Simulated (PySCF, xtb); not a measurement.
Al(Cl)(H)(SeH) (AlClH2Se), SMILES [Cl][AlH][SeH].

GFN2-xTB (xtb 6.7.1) at its own geometry gives an orbital gap of 4.09 eV and a dipole moment of 1.60 D.

Geometry optimised at PBE0-D3(BJ)/def2-TZVP. One conformer was computed; it need not be the lowest.

### Question
What does PBE/def2-TZVPD (PySCF) give? (An estimate is asked for; the answer gives what the named calculation found.)

### Answer
gap 4.45 eV (levels -6.55 and -2.11 eV), dipole 0.56 D.
